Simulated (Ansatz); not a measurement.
Abstraction of F: CHBr2F + SnHF2 → CHBr2 + SnHF3

Species: CHBr2F (dibromofluoromethane) `FC(Br)Br`, singlet; SnHF2 `[F][SnH][F]`, doublet; CHBr2 `Br[CH]Br`, doublet; SnHF3 `[F][SnH]([F])[F]`, singlet. A radical takes F: the energy is the difference in strength between the C–F bond broken and the Sn–F bond made.

Shapes, held fixed at every level: PBE0-D4/def2-TZVP. Programs: Ansatz 0.2.0. The zero-point and thermal change to 298 K, harmonic and unscaled (PBE0-D4/def2-TZVP), is -4.4 kJ/mol.

(1) Estimate ΔH(298 K) of this reaction.

Results:

(1) The highest level, CCSD(T)/def2-TZVPP, gives ΔH(298 K) = -35.9 kJ/mol; the levels span -39.0 to +8.2. They disagree on the sign: 1 of 7 are positive. The column of differences is taken from that level and isn't an error. No measured value is set beside it here. Open shells run unrestricted. For atoms past krypton def2 sets carry core potentials with scalar relativity. Relativity is left out for Br. Outer-core shells of Br, Sn are correlated, in sets that cover them unevenly.

| level | kind | ΔH(298 K) (kJ/mol) | less CCSD(T)/def2-TZVPP |
| --- | --- | --- | --- |
| MP2/def2-SVP | perturbation theory | -28.6 | +7.3 |
| SPW92/def2-TZVPP | LDA | +8.2 | +44.1 |
| r2SCAN-D4/def2-TZVPP | meta-GGA | -26.6 | +9.3 |
| wB97M-V/def2-TZVPP | range-separated hybrid | -20.0 | +15.9 |
| CCSD/def2-SVP | coupled cluster or CI | -31.7 | +4.2 |
| CCSD/def2-TZVPP | coupled cluster or CI | -39.0 | -3.1 |
| CCSD(T)/def2-TZVPP | coupled cluster or CI | -35.9 | 0.0 |
